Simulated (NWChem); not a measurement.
WH5Cl; SMILES [WH5][Cl]

```xyz
7

W      0.0000     0.0000    -0.9052
Cl     0.0000     0.0000     1.8154
H      0.0000     1.4240    -0.0446
H      0.0000     0.0000    -2.6610
H      1.4240     0.0000    -0.0446
H     -1.4240     0.0000    -0.0446
H      0.0000    -1.4240    -0.0446
```
Atoms are numbered in this order, from 1.

This is a stationary point of PBE0/def2-SVP with def2 effective core potentials on W (NWChem), point group C4v. def2 effective core potentials on W; no spin-orbit coupling.

Question: Is it a minimum? If not, what does it relax to?

Answer: No. It has an imaginary frequency of 936i cm⁻¹. Following that mode (on a finer grid) lowers the energy by 47.6 kcal/mol and ends, with real frequencies alone, at point group Cs:
```xyz
7

W     -0.2236    -0.0879    -0.1527
Cl     0.8203    -0.4437     1.9610
H     -0.2328     1.3252     0.7071
H      0.6359    -0.1434    -1.6231
H      1.1937     0.7627    -0.0921
H     -1.6852     0.7718    -0.3227
H     -0.5083    -1.6436     0.4341
```
